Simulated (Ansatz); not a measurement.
The inner images of a band of BCl2H + CH4 (9 atoms, charge 0, multiplicity 1) are given out of order.

Level of theory: RKS PBE-D4/def2-SVP in Ansatz.

Initial state:

```xyz
9
Properties=species:S:1:pos:R:3
B -1.922 -0.034 -0.294
H -2.125 -0.610 0.749
Cl -1.551 -0.952 -1.736
Cl -2.024 1.713 -0.357
H 0.739 -0.369 1.025
C 1.525 -0.023 0.326
H 2.395 0.336 0.909
H 1.833 -0.863 -0.326
H 1.131 0.803 -0.296
```

Final state:

```xyz
9
Properties=species:S:1:pos:R:3
B -0.480 0.485 -0.678
H -1.213 -1.554 1.492
Cl -1.373 -0.772 -1.543
Cl -1.352 1.965 -0.269
H -0.900 -1.327 2.156
C 1.033 0.315 -0.332
H 1.314 0.843 0.601
H 1.347 -0.744 -0.277
H 1.624 0.789 -1.149
```

Question: Put them in order from the first end to the last, with their energies above the first end.
A.
```xyz
9
Properties=species:S:1:pos:R:3
B -0.802 0.025 -0.152
H -1.249 -0.689 0.859
Cl -1.203 -0.906 -1.653
Cl -1.451 1.699 0.077
H -0.153 -0.545 0.799
C 0.941 0.052 0.056
H 1.325 0.607 0.935
H 1.470 -0.912 -0.074
H 1.123 0.669 -0.846
```
B.
```xyz
9
Properties=species:S:1:pos:R:3
B -0.596 0.155 -0.318
H -1.238 -0.796 1.058
Cl -1.269 -0.905 -1.597
Cl -1.491 1.659 0.072
H -0.448 -0.737 1.072
C 0.969 0.133 -0.075
H 1.301 0.640 0.854
H 1.432 -0.874 -0.132
H 1.341 0.725 -0.935
```
C.
```xyz
9
Properties=species:S:1:pos:R:3
B -0.534 0.296 -0.525
H -1.292 -0.973 1.342
Cl -1.296 -0.857 -1.631
Cl -1.501 1.679 0.010
H -0.529 -0.965 1.425
C 0.991 0.201 -0.187
H 1.263 0.686 0.771
H 1.386 -0.834 -0.212
H 1.511 0.765 -0.993
```
D.
```xyz
9
Properties=species:S:1:pos:R:3
B -1.279 -0.034 -0.124
H -1.491 -0.709 0.859
Cl -1.285 -0.846 -1.699
Cl -1.519 1.716 0.007
H 0.168 -0.397 0.619
C 1.128 -0.008 0.167
H 1.558 0.610 0.973
H 1.699 -0.926 -0.050
H 1.021 0.594 -0.752
```
E.
```xyz
9
Properties=species:S:1:pos:R:3
B -1.936 -0.020 -0.271
H -2.112 -0.728 0.692
Cl -1.643 -0.740 -1.837
Cl -1.987 1.720 -0.090
H 0.670 -0.315 0.933
C 1.536 -0.046 0.300
H 2.215 0.610 0.875
H 2.071 -0.966 0.003
H 1.187 0.485 -0.605
```
F.
```xyz
9
Properties=species:S:1:pos:R:3
B -0.502 0.398 -0.648
H -1.311 -1.274 1.510
Cl -1.308 -0.781 -1.689
Cl -1.453 1.782 -0.101
H -0.645 -1.111 1.856
C 1.010 0.256 -0.279
H 1.257 0.730 0.691
H 1.355 -0.796 -0.286
H 1.599 0.795 -1.055
```
G.
```xyz
9
Properties=species:S:1:pos:R:3
B -1.670 -0.023 -0.186
H -1.772 -0.693 0.814
Cl -1.527 -0.806 -1.747
Cl -1.745 1.724 -0.072
H 0.405 -0.418 0.673
C 1.348 -0.037 0.234
H 1.844 0.608 0.982
H 1.987 -0.902 -0.020
H 1.130 0.547 -0.678
```

Answer: E (+0.01 eV), G (+0.06 eV), D (+0.41 eV), A (+1.35 eV), B (+0.66 eV), C (+0.25 eV), F (+0.13 eV).

The run took 5.9 min on 2 threads of Arm Neoverse V1, with other jobs on the host, peak memory 0.13 GiB.
